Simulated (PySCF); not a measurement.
Coordinates in bohr (charge 0 multiplicity 3):
```
Se    0.0000    0.0000   -2.6413
Pd    2.5326    0.0000    0.9967
Pd   -2.5326    0.0000    0.9967
```

Computed with UB3LYP/[Se def2-SVP, Pd def2-SVP with ECP28], scalar-relativistic core potentials, density fitting, no spin–orbit coupling, PySCF.

This geometry of Pd2Se is a stationary point at this level.

(1) What is the point group?

(2) Is it a minimum?

(3) Give the ideal-gas entropy at 298.15 K and 1 bar by parts.

(4) What is the atomisation energy, with and without zero-point energy?

## Answers

(1) C2v.

(2) Yes: all harmonic wavenumbers are real.

(3) translation 179.6, rotation 116.3, vibration 27.5, spin 9.1; total 332.6 J/(mol K).

(4) 464 kJ/mol without, 460 kJ/mol with.

This need not be the most stable arrangement of these atoms. Open d and f shells are described by one determinant, and the ground state may have another occupation or spin.
